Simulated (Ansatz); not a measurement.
The cluster As3P5⁻, relaxed as a doublet with UKS PBE-D4/def2-SVP in Ansatz, starting from the GFN2-xTB geometry. Force threshold 0.03 eV/Å.

The highest occupied level of the charge -1 doublet lies above zero (up to 0.13 eV). By energy differences its removal costs 2.45 eV (vertical, to the charge 0 singlet, at PBE0-D4/def2-TZVPD). The relaxation made no stability test and no search for a lower SCF solution. Another isomer (doublet) lies 0.07 eV lower at PBE0-D4/def2-TZVPD.

Start:

```xyz
8

P    -1.094   -1.323    1.727
P     1.412    1.328   -0.586
P    -0.300    1.490    0.849
P     0.422    0.111    2.320
P    -1.872    0.061    0.223
As   -0.748   -1.801   -0.526
As    1.427   -0.847   -1.322
As    0.753    0.981   -2.686
```

Task: Estimate the energy that the relaxation releases and the steps that it takes.

Result: 96.2 kJ/mol, in 23 steps; 2.1 min on 4 threads of Arm Neoverse V2 on a shared host. The force fell under the threshold at step 8, but the optimiser went on and released 0.666 eV more. No frequencies were taken in this run, so the end may be a saddle point.

Task: Does the start keep its bonding?

Result: Bonds lost: P1–P5 (atoms count from 1). Bonds formed: P5–As8 (atoms count from 1).

Task: Predict the relaxed structure.

Result: 
Cartesian coordinates in Å:
```
P -0.406 -1.763 1.858
P 1.642 1.146 -0.460
P -0.203 1.560 0.780
P -0.061 0.263 2.516
P -1.628 0.584 -0.677
As -0.857 -1.666 -0.389
As 1.377 -1.034 -1.305
As 0.137 0.909 -2.322
```
Bond lengths: 5 × As–P 2.29 to 2.43 Å; 4 × P–P 2.16 to 2.26 Å; 2 × As–As 2.50 to 2.52 Å.
